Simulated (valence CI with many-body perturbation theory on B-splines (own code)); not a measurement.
Hg²⁹⁺: M1 decay

Computed by configuration interaction combined with many-body perturbation theory (CI+MBPT): five valence electrons over a frozen Dirac-Fock core [Kr] 4d10, a basis of 7 s, 7 p, 7 d, 7 f, 4 g, 2 h functions for each j, with the one-electron correlation potential Σ1, the two-electron term Σ2, the three-electron term Σ3, Breit, model QED; selected CI, second order for the rest, scaled by the run's own slope (own B-spline code, finite nucleus).

No measured spectrum was set against this ion. As an estimate, large intervals hold to a few tenths of a per cent, small ones and those within an open d or f shell to about a per cent. Among the levels kept, up to 970 cm⁻¹ of a level comes from second order outside the variational space, and about a tenth of that is noise between levels of different J, which matters for small intervals. Only levels of the ground parity were solved; by the run's estimate the other parity begins above the list, which can be wrong where configurations are misplaced.

Lines 51 to 100 of 120 in falling wavelength, among levels below 381930 cm⁻¹, chosen from the decays that carry over 1 % of a level's rate. Wavelengths and rates use the calculated energies. Weak lines are less certain than strong ones. Lines between different terms over intervals too small for the method are left out, as are lines whose strength nearly cancels. Where a level lies close to another of its J and parity, the split of strength between their lines is uncertain.

Levels are named by their leading jj configuration (3d3/2^4 stands for four electrons in 3d with j = 3/2), which in mixed levels can hold well under half, so a name can repeat and another be missing. Letters in brackets count levels of one name in rising energy.

```csv
λ vac (nm),Upper,Lower,Type,A (s⁻¹),Branch %
300.5,(4f5/2^3 4f7/2^2) J=11/2 [c],(4f5/2^4 4f7/2) J=11/2,M1,4.59e+01,6.3
294.8,(4f5/2^3 4f7/2^2) J=5/2 [b],(4f5/2^3 4f7/2^2) J=7/2 [a],M1,2.38e+02,10.5
293.5,(4f5/2^2 4f7/2^3) J=15/2 [a],(4f5/2^3 4f7/2^2) J=13/2 [a],M1,1.06e+02,3.7
293.1,(4f5/2^3 4f7/2^2) J=7/2 [d],(4f5/2^3 4f7/2^2) J=5/2 [b],M1,3.74e+02,23.8
290.7,(4f5/2^3 4f7/2^2) J=13/2 [a],(4f5/2^3 4f7/2^2) J=11/2 [a],M1,4.44e+02,46.8
283.7,(4f5/2^3 4f7/2^2) J=11/2 [b],(4f5/2^3 4f7/2^2) J=11/2 [a],M1,5.00e+02,35.2
283.3,(4f5/2^3 4f7/2^2) J=7/2 [c],(4f5/2^3 4f7/2^2) J=5/2 [a],M1,3.01e+01,1.3
282.5,(4f5/2^4 4f7/2) J=5/2,(4f5/2^5) J=5/2,M1,8.00e+02,98.4
280.4,(4f5/2^3 4f7/2^2) J=13/2 [b],(4f5/2^4 4f7/2) J=11/2,M1,1.72e+02,20.2
279.2,(4f5/2^3 4f7/2^2) J=5/2 [a],(4f5/2^4 4f7/2) J=3/2 [a],M1,1.03e+03,29.7
263.4,(4f5/2^4 4f7/2) J=3/2 [a],(4f5/2^5) J=5/2,M1,3.55e+02,99.7
260.6,(4f5/2^3 4f7/2^2) J=5/2 [a],(4f5/2^4 4f7/2) J=5/2,M1,6.05e+02,17.4
260.6,(4f5/2^3 4f7/2^2) J=17/2 [a],(4f5/2^4 4f7/2) J=15/2,M1,7.84e+02,91.5
257.0,(4f5/2^3 4f7/2^2) J=17/2 [b],(4f5/2^3 4f7/2^2) J=15/2 [a],M1,5.85e+00,17.5
249.7,(4f5/2^3 4f7/2^2) J=9/2 [d],(4f5/2^3 4f7/2^2) J=9/2 [b],M1,2.87e+01,3.4
249.7,(4f5/2^2 4f7/2^3) J=15/2 [a],(4f5/2^3 4f7/2^2) J=15/2 [a],M1,2.06e+03,71.8
243.8,(4f5/2^3 4f7/2^2) J=7/2 [b],(4f5/2^3 4f7/2^2) J=7/2 [a],M1,5.08e+02,21.6
243.8,(4f5/2^4 4f7/2) J=11/2,(4f5/2^3 4f7/2^2) J=9/2 [a],M1,2.06e+02,74.7
242.1,(4f5/2^3 4f7/2^2) J=5/2 [c],(4f5/2^3 4f7/2^2) J=5/2 [a],M1,4.30e+02,14.6
238.6,(4f5/2^3 4f7/2^2) J=3/2 [a],(4f5/2^4 4f7/2) J=1/2,M1,1.54e+03,60.5
227.1,(4f5/2^4 4f7/2) J=9/2,(4f5/2^3 4f7/2^2) J=9/2 [b],M1,5.75e+02,27.0
223.3,(4f5/2^3 4f7/2^2) J=9/2 [c],(4f5/2^3 4f7/2^2) J=9/2 [a],M1,4.46e+02,17.7
220.4,(4f5/2^3 4f7/2^2) J=3/2 [a],(4f5/2^4 4f7/2) J=3/2 [a],M1,7.09e+02,27.8
220.2,(4f5/2^3 4f7/2^2) J=11/2 [c],(4f5/2^3 4f7/2^2) J=9/2 [b],M1,2.36e+02,32.4
217.8,(4f5/2^3 4f7/2^2) J=9/2 [b],(4f5/2^4 4f7/2) J=7/2 [a],M1,1.91e+01,11.0
212.0,(4f5/2^3 4f7/2^2) J=11/2 [b],(4f5/2^3 4f7/2^2) J=9/2 [a],M1,8.94e+02,62.9
208.6,(4f5/2^3 4f7/2^2) J=3/2 [a],(4f5/2^4 4f7/2) J=5/2,M1,6.81e+01,2.7
202.3,(4f5/2^3 4f7/2^2) J=15/2 [b],(4f5/2^4 4f7/2) J=13/2,M1,2.37e+02,34.1
195.5,(4f5/2^3 4f7/2^2) J=5/2 [a],(4f5/2^4 4f7/2) J=7/2 [a],M1,1.18e+03,34.0
190.0,(4f5/2^3 4f7/2^2) J=5/2 [b],(4f5/2^4 4f7/2) J=5/2,M1,1.78e+03,78.3
186.5,(4f5/2^3 4f7/2^2) J=7/2 [d],(4f5/2^3 4f7/2^2) J=9/2 [b],M1,7.51e+02,47.7
184.8,(4f5/2^3 4f7/2^2) J=7/2 [a],(4f5/2^5) J=5/2,M1,2.29e+01,4.4
183.6,(4f5/2^3 4f7/2^2) J=9/2 [d],(4f5/2^3 4f7/2^2) J=7/2 [a],M1,2.48e+02,29.3
183.5,(4f5/2^3 4f7/2^2) J=11/2 [c],(4f5/2^4 4f7/2) J=13/2,M1,1.06e+02,14.5
182.0,(4f5/2^3 4f7/2^2) J=7/2 [c],(4f5/2^3 4f7/2^2) J=7/2 [a],M1,2.79e+02,11.8
180.3,(4f5/2^3 4f7/2^2) J=7/2 [b],(4f5/2^3 4f7/2^2) J=9/2 [a],M1,1.15e+03,49.0
177.7,(4f5/2^3 4f7/2^2) J=1/2 [a],(4f5/2^4 4f7/2) J=1/2,M1,4.92e+02,19.7
175.8,(4f5/2^3 4f7/2^2) J=13/2 [b],(4f5/2^4 4f7/2) J=13/2,M1,9.90e+00,1.2
175.4,(4f5/2^3 4f7/2^2) J=9/2 [d],(4f5/2^3 4f7/2^2) J=11/2 [a],M1,3.03e+02,35.8
172.4,(4f5/2^3 4f7/2^2) J=13/2 [b],(4f5/2^4 4f7/2) J=15/2,M1,2.09e+01,2.4
171.1,(4f5/2^4 4f7/2) J=9/2,(4f5/2^3 4f7/2^2) J=7/2 [a],M1,8.77e+02,41.1
167.4,(4f5/2^3 4f7/2^2) J=1/2 [a],(4f5/2^4 4f7/2) J=3/2 [a],M1,1.99e+03,79.7
165.5,(4f5/2^3 4f7/2^2) J=3/2 [b],(4f5/2^4 4f7/2) J=1/2,M1,3.94e+01,6.3
165.1,(4f5/2^3 4f7/2^2) J=17/2 [b],(4f5/2^4 4f7/2) J=15/2,M1,2.28e+00,6.9
165.0,(4f5/2^2 4f7/2^3) J=15/2 [a],(4f5/2^4 4f7/2) J=13/2,M1,6.15e+02,21.5
164.1,(4f5/2^3 4f7/2^2) J=5/2 [c],(4f5/2^3 4f7/2^2) J=7/2 [a],M1,6.63e+02,22.5
164.0,(4f5/2^4 4f7/2) J=9/2,(4f5/2^3 4f7/2^2) J=11/2 [a],M1,1.40e+02,6.6
161.8,(4f5/2^3 4f7/2^2) J=9/2 [c],(4f5/2^4 4f7/2) J=7/2 [a],M1,2.00e+03,79.4
160.3,(4f5/2^3 4f7/2^2) J=11/2 [c],(4f5/2^3 4f7/2^2) J=11/2 [a],M1,1.13e+02,15.5
156.5,(4f5/2^3 4f7/2^2) J=3/2 [b],(4f5/2^4 4f7/2) J=3/2 [a],M1,4.16e+02,66.3
```
